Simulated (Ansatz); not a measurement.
Two structures of SiH$_{4}$I, doublet, reached by relaxing down either side of one saddle point (PBE0-D4/def2-TZVP). Energies are electronic, without zero-point energy. Program: Ansatz 0.2.0. Basis: def2-TZVPP and def2-QZVPP. Cores are frozen in the correlated methods; orbitals are unrestricted. Filled d shells of the heavier atoms are correlated. Core potentials replace the inner electrons of the atoms past krypton. The def2 sets are not built for correlating such inner shells, so the correlated values are less sure here. Extrapolation: Hartree–Fock as exp(−7.88 √X), correlation as X^−2.97. First:

I1  (-0.606, -0.549, -0.965)
Si2  (0.419, 0.406, 1.031)
H3  (-1.664, -1.626, -4.310)
H4  (1.225, -0.646, 1.693)
H5  (-0.657, 0.878, 1.932)
H6  (1.283, 1.537, 0.620)
(Å)

Second:

```
6
angstrom
I -0.8447 -0.8019 -1.9082
Si 0.4515 0.4335 1.0271
H -1.4524 -1.3910 -3.2999
H 1.2193 -0.6737 1.6494
H -0.6970 0.8544 1.8679
H 1.3233 1.5786 0.6637
```

(1) Which bonds change from the first to the second?

(2) Give the saddle point's structure and its height above each. (To be estimated.)

No T1 diagnostic of these runs exceeds 0.016. ⟨S²⟩ of the unrestricted Hartree–Fock references: 0.75 to 0.81 (a pure state has 0.75). The unrestricted reference is spin-contaminated, which hurts MP2 most.

## Answers

(1) SiH₃I ([SiH3][I]) + H → SiH₃ + HI; bonds formed: I1–H3; bonds broken: I1–Si2.

(2) By the calculation: 23.0 kJ/mol above the first and 15.3 kJ/mol above the second (CCSD(T) at an estimated basis limit (MP2 extrapolated from triple and quadruple zeta, plus CCSD(T) − MP2 in triple zeta)).
I1  (-0.741, -0.674, -1.308)
Si2  (0.342, 0.330, 0.824)
H3  (-1.207, -1.181, -3.090)
H4  (1.148, -0.733, 1.471)
H5  (-0.741, 0.802, 1.720)
H6  (1.198, 1.456, 0.383)
(Å)

Radical steps of this kind take place in plasma deposition and etching.

Labels in which every atom is bracketed show which atoms are joined, not bond orders.

For scale, one of the runs: CCSD(T)/def2-TZVPP, 148 basis functions, launched by `ansatz run in.yaml --threads 4 --pin off --events-out ev --progress --plain --max-ram 9574MiB`. Time: 40 s of wall clock on 4 CPU threads of an Arm Neoverse V2; the host was shared. Peak host memory: 2.4 GiB.
